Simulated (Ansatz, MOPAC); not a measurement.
Complex: H3NSe (SMILES N[SeH]) (first 5 atoms) with HF (SMILES F); geometry from B3LYP-D3(BJ)/def2-TZVP, rigid monomers moved along the line of their centres of mass till N1···H7 is 1.94 Å.
(charge 0, multiplicity 1):
```xyz
7

N     -1.001     0.600     0.760
Se    -0.201    -0.947     0.049
H     -0.826     1.398     0.160
H     -2.001     0.468     0.859
H     -0.929    -0.997    -1.240
F      0.109     1.160     3.370
H     -0.288     1.016     2.511
```

Interaction energies are E(AB) − E(A) − E(B) at the monomers' geometry in the complex; basis-set methods are counterpoise corrected.

Correlated levels freeze the cores. Filled d and f shells under p-block atoms count as core. CBS: X⁻³ extrapolation of the correlation energy, Hartree–Fock from the larger set. The state reached by PM6 isn't checked.

The values were computed with Ansatz (Gaussian basis) for Hartree–Fock, density functionals and correlated methods; MOPAC for PM6 (differences of heats of formation). Values without a source in brackets are computed.

Question: Estimate the interaction energy that HF/aug-cc-pVDZ returns for this input.

Answer: -363 meV

Question: Estimate the interaction energy that PM6 returns for this input.

Answer: -137 meV

Question: What interaction energy does CCSD(T)/CBS(aug-cc-pVDZ, aug-cc-pVTZ) give?

Answer: -431 meV

Ansatz is an electronic-structure program.
